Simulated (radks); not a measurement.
Sn14+, configuration [Kr] (the NIST ground configuration). Method: Dirac Kohn-Sham, BLYP, spin-unpolarised, spherical densities, finite nucleus; Fermi nuclear charge, rms radius 4.6519 fm; computed with a radial shooting solver on a logarithmic mesh with Libxc functionals.

Normalised radial functions P(r) = r R(r) (large component), r in bohr:

| r | 3p3/2 |
|---|---|
| 0.001463 | 0.0033 |
| 0.001875 | 0.0054 |
| 0.002403 | 0.0086 |
| 0.003079 | 0.0138 |
| 0.003946 | 0.0221 |
| 0.005056 | 0.0349 |
| 0.006479 | 0.0549 |
| 0.008303 | 0.0854 |
| 0.01064 | 0.1311 |
| 0.01363 | 0.1979 |
| 0.01747 | 0.2924 |
| 0.02239 | 0.4200 |
| 0.02892 | 0.5871 |
| 0.03706 | 0.7727 |
| 0.0475 | 0.9510 |
| 0.06086 | 1.0644 |
| 0.07799 | 1.0286 |
| 0.09995 | 0.7542 |
| 0.1281 | 0.1969 |
| 0.1641 | -0.5753 |
| 0.2103 | -1.3489 |
| 0.2695 | -1.8301 |
| 0.3454 | -1.8192 |
| 0.4426 | -1.3715 |
| 0.5717 | -0.7535 |
| 0.7326 | -0.2994 |
| 0.9388 | -0.0788 |
| 1.203 | -0.0124 |
| 1.542 | -0.0010 |
| 1.976 | 0.0000 |
| 2.532 | 0.0000 |

3p3/2: eigenvalue -1001.5 eV, 1 radial node at r = 0.137 bohr, <r> = 0.339 bohr, 90 % of the charge inside 0.509 bohr.
